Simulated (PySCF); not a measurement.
## Correlation energy of V²⁺ (vanadium, charge +2)

[Ar] 3d3, high-spin 4F determinant. Computed with PySCF 2.14 in aug-cc-pVDZ (7s6p4d2f, 59 functions), with the non-relativistic Hamiltonian (point nucleus). Frozen: [Ar]; 3 electrons correlated.

| level | correlation energy (mhartree) |
| --- | --- |
| CCSD | -15.80 |
| (T) | -0.08 |
| CCSD(T) | -15.88 |

Diagnostics: T1 = 0.0042, D1 = 0.0060, largest double amplitude 0.028.

Is a single reference adequate?

Yes: T1 lies below 0.03 and no double amplitude reaches 0.07.
